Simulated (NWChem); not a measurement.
Molecule: CH₃FFeO, quintet; SMILES [F][Fe][O]C

```xyz
7

Fe    -0.5200     0.2478     0.1680
F     -1.7661     0.9077     1.2084
O      0.7394    -0.4351    -0.8339
C      1.5005    -0.6360    -1.9592
H      1.7571     0.3126    -2.4728
H      2.4571    -1.1367    -1.7129
H      0.9855    -1.2770    -2.7028
```
Atoms are numbered in this order, from 1.

Program: NWChem. Spin-unrestricted. Structure relaxed at the PBE0/def2-SVP, spin-unrestricted level. No frequency run checked for a minimum. The spin multiplicity was typed, not searched, and may not be the lowest. No stability test was run on the SCF state. Vzz is the largest principal value of the second derivative of the potential at the nucleus (NWChem prints the opposite sign); η is the asymmetry. Non-relativistic.

What does the run give for UHF/def2-TZVP? Quantities: Vzz Fe1 (a.u.); η Fe1; Vzz O3 (a.u.); η O3.


```yaml
Vzz Fe1 (a.u.): -0.841
"η Fe1": 0.07
Vzz O3 (a.u.): 1.685
"η O3": 0.03
```
